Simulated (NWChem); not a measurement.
CH₅NSSe; SMILES CS[Se]N

```xyz
9

Se    -0.3684     0.7838    -0.1781
N      1.2339     1.4241     0.4386
H      1.1266     2.1335     1.1582
H      1.8396     1.7446    -0.3114
S     -0.3574    -1.2866     0.5536
C      0.6691    -2.1471    -0.6693
H      0.2484    -2.0567    -1.6803
H      0.6784    -3.2078    -0.3746
H      1.6983    -1.7631    -0.6479
```
Atoms are numbered in this order, from 1.

Program: NWChem. All runs use the structure optimised with PBE0/def2-SVP. Ions are spin-unrestricted doublets at the neutral geometry; other ion states weren't tried.

For level PBE/def2-SVP:

```yaml
vertical ionisation energy, ΔSCF (eV): 8.33
"−ε(HOMO) (eV)": 5.22
```

Estimate the same quantities for level CAM-B3LYP/def2-SVP.

The vertical ionisation energy, ΔSCF (eV) comes out as 8.74 and the −ε(HOMO) (eV) is 7.72.
